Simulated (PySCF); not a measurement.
Ionisation energy of Tl+ by level of theory

Tl+ [Xe] 4f14 5d10 6s2 (1S) → Tl(2+) [Xe] 4f14 5d10 6s1 (2S), as a difference of total energies. Computed with PySCF 2.14 in aug-cc-pVQZ-DK3, with scalar relativity by spin-free X2C-1e. Correlated levels: valence: [Xe] 4f14 5d10 frozen. The calculations carry no spin-orbit coupling.

Question: Order these methods by the ionisation energy they give, lowest first.
A. SCS-MP2 (valence)
B. MP2 (valence)
C. UHF
D. CCSD (valence)

Answer: C (18.348 eV), B (18.917 eV), A (19.030 eV), D (19.100 eV).

Errors of the correlated levels include the incompleteness of this basis and the frozen core.

With two correlated electrons CCSD is exact in that space.

For comparison: 20.428 eV (measured; NIST Atomic Spectra Database, ionization energies).
